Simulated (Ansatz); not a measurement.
LaCu₄⁺. The state is a triplet with charge 1. Geometry r2SCAN-D4/def2-SVP, that of the neutral doublet; atoms count from 1.

```xyz
5

La   -0.338    1.709    0.414
Cu    1.318   -0.519    0.201
Cu    0.519    0.341   -1.839
Cu   -0.445   -0.718    1.748
Cu   -1.054   -0.813   -0.523
```

In the def2 sets La takes a core potential; there is no spin–orbit coupling. At PBE0-D4/def2-TZVP a singlet of charge 1 lies 0.09 eV below the triplet at the same geometry. The structure comes from a short search, and lower isomers may exist.

Problem. Estimate the Mulliken populations from the PBE0/def2-TZVP orbitals of Ansatz.

Solution. 
| atom | charge (e) | spin (α − β) | d electrons |
| --- | --- | --- | --- |
| La1 | 0.81 | 1.22 | 1.66 |
| Cu2 | 0.11 | 0.28 | 9.82 |
| Cu3 | -0.02 | 0.11 | 9.82 |
| Cu4 | -0.02 | 0.11 | 9.82 |
| Cu5 | 0.11 | 0.28 | 9.82 |
Mulliken values depend strongly on the basis.

Problem. Where does the spin sit?

Solution. Summed by element: La 1.22, Cu 0.78, of 2 unpaired in all. Largest on single atoms: La1 1.22, Cu2 0.28, Cu5 0.28.

Problem. And the Mayer bond orders between heavy atoms (over 0.3)?

Solution. La1–Cu2 0.53 (2.78 Å); La1–Cu3 0.77 (2.77 Å); La1–Cu4 0.77 (2.77 Å); La1–Cu5 0.53 (2.78 Å); Cu2–Cu3 0.38 (2.35 Å); Cu2–Cu4 0.38 (2.35 Å); Cu3–Cu5 0.38 (2.35 Å); Cu4–Cu5 0.38 (2.35 Å).
